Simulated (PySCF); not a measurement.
**RbSb and its ions**

UHF; PySCF, scalar-relativistic core potentials, basis sets Rb def2-SVP with ECP28, Sb def2-SVP with ECP28. Neutral (UHF): triplet (π ↑↑), Re = 3.586 Å, ωe = 100 cm⁻¹, De = 0.19 eV, HOMO -4.59 eV, LUMO -0.31 eV.

RbSb⁺ (UHF): quartet (σ ↑, π ↑↑), Re = 4.321 Å, ωe = 30.6 cm⁻¹, De = 0.09 eV to Rb⁺ + Sb. The energies at the minima are -263.08272 hartree for RbSb and -262.93906 for RbSb⁺.

**Question.** Work out the adiabatic ionisation energy, without and with harmonic zero-point energies (1 hartree = 27.2114 eV, 1 eV = 8065.5 cm⁻¹), and the change of the bond length.

**Answer.** At UHF: 0.14366 hartree = 3.909 eV between the minima; the zero-point term (30.6 − 100.0)/2 cm⁻¹ = -0.004 eV makes it 3.905 eV. Re changes by +73.5 pm against the neutral. The electron leaves a σ orbital, and the ion is left as a loose complex of an ion and an atom.

Spin–orbit coupling is left out, which matters for elements this heavy, above all for dissociation energies. For an ion De counts to the pair picked by the measured ionisation energies or electron affinities, which need not be the lowest pair at this level. Hartree–Fock leaves out correlation, which carries a large part of most bond energies and some tenths to 1 eV of ionisation energies. States were picked by a PBE0 search and need not be the measured ground states.
